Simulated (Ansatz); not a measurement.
Gas-phase electronic energies from Ansatz, PBE0-D4/def2-TZVP geometries. CBS: MP2 limit from def2 TZ/QZ plus the TZ coupled-cluster correction, frozen cores. This one scheme is used for every species. DFT in def2-TZVPP. B3LYP here is the variant with VWN-RPA as its local correlation; programs differ in this. One conformer a species, not always the lowest.

Reaction (hydrogenolysis of a B–O bond): `COB(S)O[SiH3]` + H₂ → `[SiH3]OBS` + CH₃OH

`COB(S)O[SiH3]`:

Cartesian coordinates in Å:
```
C -1.644 0.080 1.565
O -1.559 0.481 0.211
B -0.442 0.299 -0.529
S -0.455 0.859 -2.270
O 0.671 -0.286 -0.010
Si 2.205 -0.605 -0.524
H -2.426 -0.676 1.660
H -1.916 0.947 2.169
H -0.699 -0.331 1.925
H -1.703 1.349 -2.219
H 2.229 -0.811 -1.994
H 3.089 0.529 -0.159
H 2.650 -1.835 0.172
```

H₂:

Z-matrix (Å, degrees):
```
H
H 1 0.746
```

`[SiH3]OBS`:

Z-matrix (Å, degrees):
```
Si
O 1 1.646
H 1 1.481 2 108.1
H 1 1.488 2 111.3 3 120.2
H 1 1.481 2 107.9 3 -119.6
B 2 1.348 1 142.0 3 -116.4
S 6 1.807 2 125.7 1 -0.2
H 6 1.196 2 119.3 1 179.8
H 7 1.345 6 98.4 2 -0.1
```

CH₃OH:

Cartesian coordinates in Å:
```
C 0.308 0.077 -0.162
O -0.641 0.062 0.880
H 1.173 0.631 0.201
H -0.067 0.581 -1.062
H 0.641 -0.931 -0.438
H -1.414 -0.420 0.581
```

CCSD(T)/CBS gives +109.3 kJ/mol.

Q: Another level gave +111.4 kJ/mol. Which?
A. PBE0/def2-TZVPP
B. MP2/def2-TZVPP
C. PBE0-D4/def2-TZVPP
D. B3LYP-D4/def2-TZVPP

A: D. B3LYP-D4 111.4, PBE0-D4 107.1, PBE0 100.6, MP2/def2-TZVPP 115.6 kJ/mol.

Largest T1 diagnostic among the species: 0.013.

The D4 term adds +11.3 kJ/mol with B3LYP and +6.5 kJ/mol with PBE0; it sums over pairs of atoms, weighted by their polarisabilities, and B3LYP, whose exchange is more repulsive, gets the larger term. In def2-TZVPP, CCSD(T) changes the Hartree–Fock value by +12.7 kJ/mol (the triples alone add +3.6 kJ/mol) and MP2 by +17.8 kJ/mol.
